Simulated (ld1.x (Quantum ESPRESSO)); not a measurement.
Plane-wave convergence, PAW potential for carbon (C)

C (Z = 6), PAW, made with ld1.x (Quantum ESPRESSO) 7.5 (PBEsol, scalar-relativistic). Core [He], reference 2s1.75 2p2.25. Waves: 2s (bound): rcut 1.20, rcutus 1.40 bohr; 2s channel at 1.45 Ry: rcut 1.20, rcutus 1.40 bohr; 2p (bound): rcut 1.50, rcutus 1.60 bohr; 2p channel at 0.95 Ry: rcut 1.50, rcutus 1.60 bohr. Local part: all-electron potential smoothed inside 1.05 bohr (lloc = -2). Core correction: Bessel-smoothed model core inside 0.70 bohr. Augmentation charge: BESSEL, radius 1.35 bohr.

The pseudo-atom Hamiltonian at the reference potential is diagonalised in spherical Bessel functions j_l(qr) that vanish at 20 bohr, with q² up to the cutoff. All-electron valence levels (Ry): 2s -1.0120, 2p -0.3930.

Problem. How do the lowest levels (Ry) of each channel move with the cutoff, and are there ghosts?

Solution.

```json
{"cutoff (Ry)": "8", "s #1": "-1.0078", "s #2": "-0.0111", "p #1": "-0.2388", "p #2": "0.0380", "d #1": "0.0730", "f #1": "0.1172", "Σ f·Δε (mRy)": "354.3"}
{"cutoff (Ry)": "10", "s #1": "-1.0105", "s #2": "-0.0112", "p #1": "-0.2863", "p #2": "0.0363", "d #1": "0.0730", "f #1": "0.1172", "Σ f·Δε (mRy)": "242.8"}
{"cutoff (Ry)": "15", "s #1": "-1.0116", "s #2": "-0.0112", "p #1": "-0.3589", "p #2": "0.0340", "d #1": "0.0730", "f #1": "0.1172", "Σ f·Δε (mRy)": "77.6"}
{"cutoff (Ry)": "18", "s #1": "-1.0117", "s #2": "-0.0112", "p #1": "-0.3741", "p #2": "0.0336", "d #1": "0.0730", "f #1": "0.1172", "Σ f·Δε (mRy)": "43.1"}
{"cutoff (Ry)": "21", "s #1": "-1.0118", "s #2": "-0.0112", "p #1": "-0.3840", "p #2": "0.0333", "d #1": "0.0730", "f #1": "0.1172", "Σ f·Δε (mRy)": "20.6"}
{"cutoff (Ry)": "25", "s #1": "-1.0118", "s #2": "-0.0112", "p #1": "-0.3911", "p #2": "0.0331", "d #1": "0.0730", "f #1": "0.1172", "Σ f·Δε (mRy)": "4.5"}
{"cutoff (Ry)": "35", "s #1": "-1.0119", "s #2": "-0.0113", "p #1": "-0.3929", "p #2": "0.0330", "d #1": "0.0730", "f #1": "0.1172", "Σ f·Δε (mRy)": "0.4"}
{"cutoff (Ry)": "40", "s #1": "-1.0119", "s #2": "-0.0113", "p #1": "-0.3929", "p #2": "0.0330", "d #1": "0.0730", "f #1": "0.1172", "Σ f·Δε (mRy)": "0.3"}
{"cutoff (Ry)": "400", "s #1": "-1.0120", "s #2": "-0.0113", "p #1": "-0.3930", "p #2": "0.0330", "d #1": "0.0730", "f #1": "0.1172", "Σ f·Δε (mRy)": "0.0"}
```

Result: no extra level below or beside the all-electron valence levels (s, p, d, f tested); 10 mRy is reached at 25 Ry and 1 mRy at 30 Ry.
